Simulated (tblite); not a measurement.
A tight-binding relaxation on `C#[C][GeH2][Ge@H]([CH2]C)[CH2]Cl`.

Computed with GFN2-xTB geometry optimisation, gas phase (tblite 0.8.0). Start geometry: from a force field or distance geometry. The command runs a driver script over a list of jobs; the input below is this job's line of settings and its coordinates in Å.

Command:
```bash
OMP_NUM_THREADS=1 python probes_run.py task.json out
```

Input:
```
{"job": {"kind": "relax", "xc": "GFN2-xTB", "basis": "xTB"}, "charge": 0, "multiplicity": 1}
C      2.609000     1.256800     1.726900
C      2.325000     0.621500     0.735400
Ge     1.906600    -0.396400    -0.793200
Ge    -0.412200    -1.005100    -0.705400
C     -1.539300     0.546400    -1.006000
C     -1.288700     1.624200     0.029000
C     -0.798700    -1.765100     1.048700
Cl     0.149900    -3.253700     1.281200
H      2.842300     1.821000     2.592100
H      2.766000    -1.674100    -0.827400
H      2.148600     0.454600    -2.069500
H     -0.707500    -2.075600    -1.787100
H     -1.323700     0.952200    -2.014400
H     -2.598600     0.234700    -0.977100
H     -1.950900     2.502000    -0.159700
H     -1.500200     1.234900     1.060700
H     -0.228100     1.970900    -0.014800
H     -0.526900    -1.042400     1.840300
H     -1.882300    -1.997600     1.127900
```

Q: Give the output.

A: 
```
step      E/eV     max force
  0    -669.88903    1.259
  1    -669.97156    2.161
  2    -669.97351    2.816
  3    -670.03156    0.332
  4    -670.04253    0.304
  5    -670.05987    0.388
  6    -670.06760    0.254
  7    -670.07696    0.236
  8    -670.08414    0.245
  9    -670.09169    0.228
... (118 lines left out)
128    -670.13456    0.034
129    -670.13466    0.022
130    -670.13470    0.014
131    -670.13473    0.016
132    -670.13476    0.021
133    -670.13482    0.024
134    -670.13490    0.027
135    -670.13497    0.020
136    -670.13500    0.011
137    -670.13502    0.009
```

«max force» is the largest atomic force in eV/Å.

Q: From which step on does the largest force stay under 0.1 eV/Å, and how much energy is left to gain from there?

A: From step 15 (0.097 eV/Å), 29.2 meV above the end.

In short: energy lowered by 5.7 kcal/mol over 137 steps; largest atomic force 0.009 eV/Å at the end.

Q: Give the final coordinates.

A: 0.327 Å rms from the input after alignment:
```
atom  x, y, z in Å
C1     2.6154    0.9688    1.8585
C2     2.3724    0.4139    0.8192
Ge3    1.8755   -0.4607   -0.7925
Ge4   -0.4803   -0.9668   -0.7426
C5    -1.6948    0.5945   -1.0260
C6    -1.3066    1.7589   -0.1260
C7    -0.7516   -1.7587    1.0717
Cl8    0.7445   -2.6494    1.4288
H9     2.8549    1.4516    2.7636
H10    2.7879   -1.6423   -0.9561
H11    2.2548    0.5078   -1.8900
H12   -0.8610   -2.0833   -1.7091
H13   -1.6356    0.8979   -2.0716
H14   -2.7263    0.2973   -0.8351
H15   -1.9303    2.6297   -0.3219
H16   -1.4201    1.4882    0.9227
H17   -0.2656    2.0402   -0.2909
H18   -0.8679   -1.0132    1.8546
H19   -1.5751   -2.4649    1.1302
```

Q: Estimate the wall time. Hardware: one thread of an Arm Neoverse N1, shared host with 64 logical CPUs at a one-minute load of 62.

A: About 2.5 s.
Labels such as C1 count atoms from 1, the log's own numbers from 0.
